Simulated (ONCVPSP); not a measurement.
## Which change was made? (Ho, ONCV)

```
Element                 : Ho (Z = 67)
Generator               : ONCVPSP 4.0.1
Type                    : optimised norm-conserving Vanderbilt (ONCV)
Functional              : PBEsol
Relativity              : non-relativistic
Frozen core             : [Kr] 4d10 4f10
Valence charge          : 11
Reference configuration : 5s2 5p6 5d2 6s1
Partial waves           : 5s+6s: rc 2.15 bohr, ncon 3, nbas 7, qcut 5.8 1/bohr, 2 projectors; 5p: rc 2.15 bohr, ncon 5, nbas 10, qcut 5.6 1/bohr, 2 projectors, debl 1.3 Ha; 5d: rc 2.85 bohr, ncon 4, nbas 9, qcut 4.4 1/bohr, 1 projector; f scattering state at 0.12 Ha: rc 2.55 bohr, ncon 4, nbas 9, qcut 3.9 1/bohr, 2 projectors, debl 3 Ha
Local potential         : polynomial inside 1.40 bohr (lpopt 1, dvloc0 1 Ha)
Core correction         : polynomial model core, fcfact 0.25
```

Cutoffs, loose and tight: the cutoffs (Ha) at which the residual kinetic energy of the hardest occupied pseudo-wave falls to 1 and 0.1 mHa per electron. They do not see the model core or the augmentation charge, which bear on the density cutoff. Test errors are all-electron minus pseudo excitation energies from the reference, over the configurations 5s2 5p6 5d1 6s2; 5s2 5p6 5d1 6s1; 5s2 5p6 5d1 6s0; 5s2 5p6 5d0 6s2; variants that change the core or the reference have their own tests. The largest error is taken over the tests solved by every variant that gives reliable tests at all, those not shown here included: 5s2 5p6 5d1 6s0; 5s2 5p6 5d1 6s1; 5s2 5p6 5d1 6s2.

The base gives: outcome: generated; cutoff, loose: 11 Ha; cutoff, tight: 14 Ha; bound ghosts: none; GHOST(+) flags above zero: s, f; largest test error (meV): -18.

(1) After one change the result is: outcome: generated; cutoff, loose: 7.7 Ha; cutoff, tight: 14 Ha; bound ghosts: none; GHOST(+) flags above zero: f; largest test error (meV): -18. Which change was it?
A. s: rc 1.46
B. s: rc 3.14
C. s: rc 1.82

## Answers

(1) B. The others give: s: rc 1.82 → outcome: generated; cutoff, loose: 13 Ha; cutoff, tight: 15 Ha; bound ghosts: none; GHOST(+) flags above zero: s, f; largest test error (meV): -18 | s: rc 1.46 → outcome: generated; cutoff, loose: 16 Ha; cutoff, tight: 58 Ha; bound ghosts: none; GHOST(+) flags above zero: s, f; largest test error (meV): -18.
